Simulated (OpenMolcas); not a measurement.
Rh3+ (d6) in a complex was computed by CASSCF with the d shell active (OpenMolcas, ANO-RCC-VDZP on the metal). Its lowest spin-free states, and all those of the highest spin:

```json
{"2S+1": "3", "Degeneracy": "1", "E (cm-1)": "0.0"}
{"2S+1": "5", "Degeneracy": "2", "E (cm-1)": "3882"}
{"2S+1": "3", "Degeneracy": "1", "E (cm-1)": "5561"}
{"2S+1": "3", "Degeneracy": "1", "E (cm-1)": "5582"}
{"2S+1": "1", "Degeneracy": "2", "E (cm-1)": "5976"}
{"2S+1": "3", "Degeneracy": "2", "E (cm-1)": "7644"}
{"2S+1": "1", "Degeneracy": "1", "E (cm-1)": "8123"}
{"2S+1": "5", "Degeneracy": "2", "E (cm-1)": "8522"}
{"2S+1": "1", "Degeneracy": "2", "E (cm-1)": "14041"}
{"2S+1": "1", "Degeneracy": "1", "E (cm-1)": "15979"}
{"2S+1": "1", "Degeneracy": "1", "E (cm-1)": "16137"}
{"2S+1": "3", "Degeneracy": "2", "E (cm-1)": "17476"}
{"2S+1": "5", "Degeneracy": "1", "E (cm-1)": "23172"}
```

Problem. Is the site octahedral, tetrahedral or cube-like, axial, or of lower symmetry?

Solution. The states with 2S+1 = 5 have orbital degeneracies 2, 2, 1. There are pairs but no triples, so the site is axial: not cubic, but with a proper or improper axis of order three or more. The run had Rh3+ with 5 ligands (chloride) in trigonal bipyramidal coordination (D3h) at 2.36 Å, the axial distance 2.313 Å. A charge of +0.4 e stands 2.8 Å behind each ligand. Ligand basis ANO-RCC-VDZP.

Without dynamic correlation the repulsion within the d shell is too large (B by tens of per cent), so at a given field states of lower spin stand too high. This shell can be high or low spin here, a state of another spin lies low, and with metal d orbitals alone active their balance is uncertain, so the ground spin may be wrong, although the usual error favours high spin. The least metal-like active orbital is 66 % on the metal (Löwdin) and no ligand orbital is active, so the numbers are rough, and ground spin, moment and any spin crossover can be artefacts of this space; highly charged d ions in such sites are as a rule low spin. With metal d orbitals alone the field can be off either way by tens of per cent. Ligand-to-metal charge-transfer states are missing. With no ligand orbital active B as a rule stays too high, so bands that hang on it stand too high and its fall with covalency is understated. No measured value stands beside these numbers; the geometry was imposed, not optimised, and the real ion may take another.
